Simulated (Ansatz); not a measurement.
Li₅Al₂ was relaxed with r2SCAN-D4 (def2-TZVP, def2-TZVPD) in Ansatz in these states: charge -1 singlet, neutral doublet, neutral quartet. The geometries follow in no particular order.

A:

```xyz
7

Al   -0.401   -0.729   -0.718
Al    1.970   -0.952    0.235
Li   -0.017   -2.050    1.595
Li   -2.373    0.172    0.969
Li   -1.319    1.799   -1.274
Li    0.495    1.244    1.135
Li    1.645    0.516   -1.943
```

B:

Cartesian coordinates in Å:
```
Al 0.214 0.114 -0.781
Al -0.532 2.250 0.468
Li 1.992 1.388 0.731
Li 2.186 -1.730 -0.287
Li -1.028 -2.290 -1.246
Li -0.443 -0.355 1.692
Li -2.388 0.624 -0.577
```

C:

```xyz
7

Al   -0.739   -0.065    0.199
Al    0.971   -0.379    2.134
Li    0.180    2.078    1.469
Li   -1.283    1.860   -1.551
Li   -1.174   -1.231   -2.149
Li    1.704    0.196   -0.694
Li    0.340   -2.458    0.591
```

Problem. Judge from the bond lengths which geometry belongs to which state (an estimate).

Solution. A is the neutral quartet (Al1–Li6 2.852 Å, Al2–Li6 2.795 Å, Al1–Li4 2.747 Å); B is the charge -1 singlet (Al1–Li6 2.602 Å, Al2–Li6 2.880 Å, Al1–Li4 2.745 Å); C is the neutral doublet (Al1–Li6 2.614 Å, Al2–Li6 2.977 Å, Al1–Li4 2.658 Å).

A triplet lies near this restricted singlet, and broken spin symmetry wasn't tried. At r2SCAN-D4/def2-TZVPD the highest occupied level of the relaxed charge -1 singlet lies above zero (up to 0.58 eV). By energy differences its removal costs 0.59 eV (each at its own geometry, to the charge 0 doublet, at PBE0-D4/def2-TZVPD). At r2SCAN-D4/def2-TZVP the charge 0 doublet is spin-contaminated (final ⟨S²⟩ up to 0.85, 0.75 for a pure state). At PBE0-D4/def2-TZVP a doublet lies 0.31 eV below the neutral quartet. At PBE0-D4/def2-TZVPD a triplet lies 0.30 eV below the charge -1 singlet. These are the stationary points nearest to one start from a short search; other shapes may lie lower in each state.
